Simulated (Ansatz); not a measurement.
Gas-phase reaction in SMILES: [OH][Zn][OH] → [OH][Zn][OH] as doublet, charge +1 + e-

Wanted: adiabatic ionisation energy (0 K, with zero-point energies), in eV. Terms: 6-31G* and kin with 6d, 5d where marked; no spin-orbit coupling; dispersion terms only where a functional's name holds one; non-relativistic; open shells spin-unrestricted; valence correlation only (noble-gas shells and the d and f shells of earlier blocks); LANL2DZ with its own core potentials from Na on. Ab initio and DFT rows: single points at B3LYP-D3(BJ) geometries (Ansatz, an electronic-structure program), with unscaled harmonic terms from B3LYP/6-31G* (LANL2DZ past Ar) (Ansatz) at its own minima. A UHF reference is markedly spin-contaminated in at least one set, which strains HF and MP2. The spin state of an ion or metal species was assumed, not searched.

```
level                              program  adiabatic ionisation energy (0 K, with zero-point energies) (eV)
---------------------------------  -------  ----------------------------------------------------------------
HF/STO-3G                           Ansatz                                                              0.28
HF/3-21G                            Ansatz                                                              8.62
SVWN5/6-31G* with LANL2DZ past Ar   Ansatz                                                              9.73
PBE/3-21G                           Ansatz                                                              8.86
PBE/LANL2DZ                         Ansatz                                                              9.55
PBE/def2-SVP                        Ansatz                                                              9.45
BLYP/6-31G* with LANL2DZ past Ar    Ansatz                                                              9.30
B3LYP/STO-3G                        Ansatz                                                              2.55
B3LYP/6-31G*                        Ansatz                                                              9.93
B3LYP/6-31G**                       Ansatz                                                              9.94
B3LYP/6-31G* with LANL2DZ past Ar   Ansatz                                                              9.85
MP2/STO-3G                          Ansatz                                                              0.95
MP2/LANL2DZ                         Ansatz                                                             10.54
MP2/6-31G*                          Ansatz                                                             10.60
PBE0/def2-TZVPD                     Ansatz                                                             10.45
```

No value to compare with is used here. The 14 habitual levels span 0.28 (HF/STO-3G) to 10.60 eV (MP2/6-31G*); PBE0/def2-TZVPD gives 10.45.

The levels are drawn from those run, B3LYP/6-31G* more often than the rest, none by its result; left out are runs that failed, that the program found above a lower state of the same kind, or whose <S^2> lies over 0.5 above the pure value.
